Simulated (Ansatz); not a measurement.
B9N9H24⁻, a nanocrystal cut from wurtzite BN (hydrogen-capped). Total charge -1; doublet. Geometry PBE-D4/def2-SVP; atoms count from 1.

```xyz
42

B     0.078    3.114   -0.220
N     0.260    2.728    1.328
N    -0.062    1.724   -0.965
B     1.244    0.858   -0.803
B     0.240    1.167    1.597
N     1.378    0.507    0.750
N     1.089   -0.509   -1.569
B     2.400   -1.389   -1.438
B     1.376   -1.037    1.001
N     2.533   -1.685    0.135
B    -1.343    0.946   -0.479
N    -1.114    0.593    1.062
N    -1.473   -0.422   -1.248
B    -0.181   -1.308   -1.088
B    -1.153   -0.951    1.318
N     0.006   -1.579    0.475
B    -2.767   -1.213   -0.790
N    -2.529   -1.511    0.770
H     1.085    3.719   -0.608
H    -0.951    3.788   -0.352
H     1.159    3.095    1.705
H    -0.491    3.152    1.912
H    -0.180    1.949   -1.967
H     2.232    1.477   -1.209
H     0.385    0.967    2.807
H     2.294    0.884    1.103
H     0.982   -0.306   -2.577
H     3.392   -0.755   -1.816
H     2.271   -2.460   -2.043
H     1.561   -1.315    2.190
H     3.437   -1.327    0.510
H     2.527   -2.708    0.327
H    -2.357    1.633   -0.634
H    -1.887    1.027    1.627
H    -1.605   -0.218   -2.253
H    -0.295   -2.365   -1.715
H    -1.058   -1.226    2.518
H    -0.009   -2.617    0.642
H    -3.778   -0.511   -0.919
H    -2.863   -2.285   -1.399
H    -3.286   -1.096    1.351
H    -2.546   -2.534    0.963
```

Single mean-field runs in def2-TZVP are fitted with def2-universal-jkfit. The highest occupied level of the relaxed charge -1 doublet lies above zero (up to 1.85 eV). By energy differences it is unbound by 0.95 eV (each at its own geometry, against the charge 0 singlet, at PBE0-D4/def2-TZVP) and held by the finite basis.

Q: Estimate the Mulliken populations of the heavy atoms from the PBE0/def2-TZVP orbitals of Ansatz.

A: 
```tsv
atom	charge (e)	spin (α − β)
B1	-0.18	-0.03
N2	-0.18	-0.04
N3	-0.12	0.02
B4	-0.38	0.19
B5	-0.15	-0.07
N6	-0.03	0.04
N7	-0.12	0.02
B8	-0.18	-0.03
B9	-0.15	-0.07
N10	-0.18	-0.04
B11	-0.38	0.19
N12	-0.03	0.04
N13	-0.12	0.02
B14	-0.38	0.19
B15	-0.15	-0.07
N16	-0.03	0.04
B17	-0.18	-0.03
N18	-0.18	-0.04
```
Mulliken values depend strongly on the basis.

Q: Where does the spin sit?

A: Summed by element: B 0.26, N 0.06, H 0.68, of 1 unpaired in all. Largest on single atoms: B11 0.19, B4 0.19, B14 0.19.

Q: And the Mayer bond orders between heavy atoms (over 0.3)?

A: B1–N2 0.82 (1.61 Å); B1–N3 0.85 (1.58 Å); N2–B5 0.93 (1.58 Å); N3–B4 0.90 (1.58 Å); N3–B11 0.90 (1.58 Å); B4–N6 0.83 (1.60 Å); B4–N7 0.90 (1.58 Å); B5–N6 0.89 (1.56 Å); B5–N12 0.89 (1.56 Å); N6–B9 0.89 (1.56 Å); N7–B8 0.85 (1.58 Å); N7–B14 0.90 (1.58 Å); B8–N10 0.82 (1.61 Å); B9–N10 0.94 (1.58 Å); B9–N16 0.89 (1.56 Å); B11–N12 0.83 (1.60 Å); B11–N13 0.90 (1.58 Å); N12–B15 0.89 (1.56 Å); N13–B14 0.90 (1.58 Å); N13–B17 0.85 (1.58 Å); B14–N16 0.83 (1.60 Å); B15–N16 0.89 (1.56 Å); B15–N18 0.94 (1.58 Å); B17–N18 0.82 (1.61 Å).
